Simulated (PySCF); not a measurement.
H2CdIN, SMILES [NH2][Cd][I], singlet (B3LYP/def2-SVP optimised geometry):

```
5

Cd     0.099     0.133     0.000
I     -2.510     0.381     0.000
N      2.134     0.133     0.000
H      2.509    -0.335    -0.829
H      2.510    -0.381     0.800
```

Method: B3LYP/def2-TZVP, def2 effective core potentials past Kr (PySCF 2.14.0).

Task: What are the frontier orbital energies and the dipole moment?

Result: HOMO-2 -7.34 eV, HOMO-1 -7.26 eV, HOMO -6.97 eV, LUMO -1.94 eV, LUMO+1 -0.84 eV; dipole moment 2.17 D.

On the same geometry PBE/def2-TZVP, def2 effective core potentials past Kr in PySCF gives HOMO-2 -6.44 eV, HOMO-1 -6.39 eV, HOMO -5.95 eV, LUMO -2.45 eV, LUMO+1 -1.24 eV; dipole moment 2.16 D.
